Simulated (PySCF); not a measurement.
**Spin–spin coupling constants**

Bonds: C1-C2 1.217 Å, C2-Ge3 1.903 Å, Ge3-C4 1.974 Å, C4-N5 1.266 Å. C1 carries H6; Ge3 carries H7, H8; C4 carries H9; N5 carries H10.

Method: B3LYP/pcJ-1 (pcSseg-1 on Ge) (spin–dipole term only in couplings to heteroatoms)//PBE0-D3(BJ)/def2-SVP, PySCF; isolated molecule, single conformer, non-relativistic. Couplings are averaged over pairs made equivalent by symmetry, fast rotation or ring inversion, so a value needn't be that of the named pair in this geometry, while other rotamers aren't included; one pair stands for each set, and the list holds those of at least 0.8 Hz over up to four bonds.

Isotopes: $^{13}$C, $^{1}$H, $^{15}$N.

| pair | bonds | J (Hz) |
| --- | --- | --- |
| C1, C2 | 1 | 159.8 |
| C1, H6 | 1 | 263.8 |
| C4, H9 | 1 | 182.8 |
| N5, H10 | 1 | -47.5 |
| C2, C4 | 2 | ? |
| C2, H6 | 2 | 45.6 |
| C2, H7 | 2 | ? |
| C4, H7 | 2 | 8.5 |
| C4, H10 | 2 | -11.4 |
| N5, H9 | 2 | -11.4 |
| H7, H8 | 2 | ? |
| C1, C4 | 3 | 1.5 |
| C1, H7 | 3 | 4.4 |
| C2, H9 | 3 | 6.3 |
| H7, H9 | 3 | ? |
| H9, H10 | 3 | 30.1 |
| C1, H9 | 4 | ? |
| C4, H6 | 4 | -1.1 |
| H6, H7 | 4 | -2.2 |
| H7, H10 | 4 | ? |

**Question.** Estimate the withheld couplings, with signs.

**Answer.** 
- $^{2}J$(C2,C4) = 3.6 Hz (angle at Ge3 104°)
- $^{2}J$(C2,H7) = 10.1 Hz (angle at Ge3 110°)
- $^{2}J$(H7,H8) = 12.2 Hz (angle at Ge3 110°)
- $^{3}J$(H7,H9) = -1.2 Hz (dihedral angle 62°)
- $^{4}J$(C1,H9) = 2.2 Hz
- $^{4}J$(H7,H10) = -1.7 Hz

Relativistic effects of the heavier atoms present are left out.
